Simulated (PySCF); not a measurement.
Compound: CH7ClO3Si2.
Numbering: `[OH:1][SiH:2]([OH:3])[O:4][SiH2:5][CH2:6][Cl:7]` (hydrogens: H8 on O1; H9 on Si2; H10 on O3; H11, H12 on Si5; H13, H14 on C6)

The closed-shell SCF was solved with PySCF and density fitting under several settings on one GFN2-xTB geometry (grid level 2 and gas phase unless stated).

| settings | basis functions | SCF cycles | E (Eh) | HOMO (eV) | LUMO (eV) | dipole (D) |
| --- | --- | --- | --- | --- | --- | --- |
| PBE0/pcSseg-1 | 175 | 13 | -1306.6082 | -7.95 | 0.30 | 3.13 |
| PBE0/def2-SVPD | 220 | 14 | -1306.1752 | -8.00 | -0.14 | 2.92 |
| X3LYP/6-31G, energy threshold 1e-06 Eh | 89 | 8 | -1306.8872 | -7.68 | 0.26 | 3.13 |

Task: Estimate the rows for these settings: (1) PBE0/IGLO-II; (2) HSE06/def2-SVP; (3) PBE0/def2-SVPD, IEF-PCM methanol, energy threshold 1e-07 Eh.

Result: 
```
                                                   settings  basis functions  SCF cycles      E (Eh)  HOMO (eV)  LUMO (eV)  dipole (D)
                                               PBE0/IGLO-II              235          14  -1306.7111      -7.78       0.41        2.91
                                             HSE06/def2-SVP              145          13  -1306.2056      -7.32       0.31        2.94
PBE0/def2-SVPD, IEF-PCM methanol, energy threshold 1e-07 Eh              220           8  -1306.1874      -8.11      -0.01        3.61
```

Task: Over all rows, what range does the HOMO–LUMO gap span?

Result: From 7.63 eV (HSE06/def2-SVP) to 8.25 eV (PBE0/pcSseg-1). The functional of the narrowest has 25 % exact exchange at short range alone, that of the widest 25 % exact exchange.

Task: Compare two rows with the functional PBE0: PBE0/IGLO-II and PBE0/def2-SVPD. Which energy is lower, and by how much?

Result: PBE0/IGLO-II (235 functions) lies 0.5359 Eh or 336 kcal/mol below PBE0/def2-SVPD (220 functions).

Cycle counts include a coarse-grid stage where the run had one. The structure is a single GFN2-xTB conformer; no vibrational corrections.
